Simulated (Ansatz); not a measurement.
Reaction (hydrogenolysis of a B–C bond): `FB(F)[CH2][SbH2]` + H₂ → `FBF` + `[CH3][SbH2]`

Calculated with Ansatz (gas phase, PBE0-D4/def2-TZVP geometries, no zero-point term in ΔE). CCSD(T)/CBS is the MP2 limit (def2-TZVPP, def2-QZVPP) plus CCSD(T) − MP2 in def2-TZVPP, frozen cores. This one scheme is used for every species. Elements past krypton have def2 core potentials. For Sb outer-core shells are correlated without core-valence functions, which leaves a few kJ/mol of doubt a bond. Each species was taken in one conformer, which may not be the lowest.

```csv
species,CCSD(T)/CBS(def2) energy (Eh)
`FB(F)[CH2][SbH2]`,-504.97662
H₂,-1.17544
`FBF`,-225.09427
`[CH3][SbH2]`,-281.05548
```

Question: Work out ΔE.

Answer: ΔE = (-225.09427) + (-281.05548) − (-504.97662) − (-1.17544) = 0.00231 Eh = +0.06 eV.

Question: What do rigid-rotor, harmonic-oscillator terms from PBE0-D4/def2-TZVP frequencies (298.15 K, 1 bar) make of the CCSD(T)/CBS value? (Best estimate.)

Answer: The calculation gave: ΔZPE = +0.19 eV, ΔH = +0.20 eV, ΔS = 37 J/(mol·K), ΔG = +0.09 eV.

Largest T1 diagnostic among the species: 0.013.

The D4 term adds +0.10 eV with B3LYP and +0.06 eV with PBE0; it sums over pairs of atoms, weighted by their polarisabilities, and B3LYP, whose exchange is more repulsive, gets the larger term. In def2-TZVPP, CCSD(T) changes the Hartree–Fock value by +0.25 eV (the triples alone add +0.05 eV) and MP2 by +0.29 eV.

B3LYP here is the variant with VWN-RPA as its local correlation; programs differ in this.
